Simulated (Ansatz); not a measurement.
The same atomization along the group F, Br, I.

Calculated with Ansatz (gas phase, PBE0-D4/def2-TZVP geometries, no zero-point term in ΔE). CBS: MP2 limit from def2 TZ/QZ plus the TZ coupled-cluster correction, frozen cores. This one scheme is used for every species, atoms too. Functionals use def2-TZVPP. No spin–orbit coupling; open shells (•) take unrestricted orbitals. Spin–orbit coupling would lower the free atoms: a little for F; clearly for Br; strongly for I. def2 core potentials past Kr. For As, Br, I outer-core shells are correlated without core-valence functions, so the limit isn't a true one: a few kJ/mol of doubt a bond, and 10 to 20 or more in all where bonds break to atoms. Scalar relativity is left out up to krypton.

```json
{"reaction": "`F[As](F)F` → As• + 3 F•", "r2SCAN-D4 (eV)": "14.12"}
{"reaction": "`Br[As](Br)Br` → As• + 3 Br•", "r2SCAN-D4 (eV)": "8.65"}
{"reaction": "`I[As](I)I` → As• + 3 I•", "r2SCAN-D4 (eV)": "7.07"}
```

Q: Give the CCSD(T)/CBS values in the same order. (An estimate is asked.)

A: Ansatz gave: 14.05, 8.41, 7.11 eV.

Largest T1 diagnostic: 0.014, for `F[As](F)F`.

For atomizations the MP2-based limit and the directly extrapolated one differ by several kJ/mol either way, and by 10 to 25 for some Ge, Se and Sn compounds, so smaller differences from it don't rank the levels.
